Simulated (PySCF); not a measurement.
Compound: C2H11GeNSi.
Bonds: C1–C2, C2–N3, N3–Si4, N3–Ge5. Hydrogens: H6, H7, H8 on C1; H9, H10 on C2; H11, H12, H13 on Si4; H14, H15, H16 on Ge5.

Torsions of this conformer, `[CH3:1][CH2:2][N:3]([SiH3:4])[GeH3:5]`: C1–C2–N3–Si4 -91°.

The closed-shell ground state was solved at several levels (PySCF, density fitting, gas phase). One conformer (not necessarily the lowest) at the PBE0-D3(BJ)/def2-SVP geometry, without solvent, vibrations or thermal averaging. The calculation is non-relativistic and has no spin–orbit coupling, an omission that weighs most on germanium.

| level | basis functions | HOMO (eV) | LUMO (eV) | gap (eV) | dipole (D) |
| --- | --- | --- | --- | --- | --- |
| BP86/pcSseg-1 | 171 | -5.59 | -0.60 | 4.99 | 0.88 |
| PBE/pcSseg-1 | 171 | -5.48 | -0.52 | 4.96 | 0.86 |
| OPBE/pcSseg-1 | 171 | -5.47 | -0.23 | 5.24 | 0.88 |
| LDA/pcSseg-1 | 171 | -5.57 | -0.82 | 4.75 | 0.86 |
| BLYP/pcSseg-1 | 171 | -5.35 | -0.34 | 5.01 | 0.85 |
| PBE0/pcSseg-1 | 171 | -6.78 | 0.34 | 7.12 | 0.87 |
| PBE0/def2-SVPD | 210 | -6.77 | 0.11 | 6.88 | 0.89 |
| B3LYP/pcSseg-1 | 171 | -6.55 | 0.17 | 6.72 | 0.85 |
| KT3/pcSseg-1 | 171 | -5.59 | -0.49 | 5.10 | 0.82 |

(1) Estimate the row for B97-D/pcSseg-1, a basis of 171 functions; the other rows only guide the guess.

(2) Over all these levels, which gives the widest orbital gap and which the narrowest?

(3) In the pcSseg-1 basis, how does the gap go with the fixed share of exact exchange?

(4) How far do the dipole and the HOMO energy spread over the levels?

Results:

(1) HOMO -5.48 eV, LUMO -0.35 eV, gap 5.13 eV, dipole 0.86 D.

(2) PBE0/pcSseg-1 (global hybrid, 25 % exact exchange) has the widest, 7.12 eV, and LDA/pcSseg-1 (LDA) the narrowest, 4.75 eV. The two share the basis. From the narrowest to the widest the HOMO moves by -1.21 eV and the LUMO by +1.16 eV.

(3) LDA (0 %) 4.75 eV; PBE (0 %) 4.96 eV; BP86 (0 %) 4.99 eV; BLYP (0 %) 5.01 eV; KT3 (0 %) 5.10 eV; B97-D (0 %) 5.13 eV; OPBE (0 %) 5.24 eV; B3LYP (20 %) 6.72 eV; PBE0 (25 %) 7.12 eV. Each rise in the share widens the gap here.

(4) The dipole runs from 0.82 to 0.89 D (mean 0.86 D) and the HOMO from -6.78 to -5.35 eV.
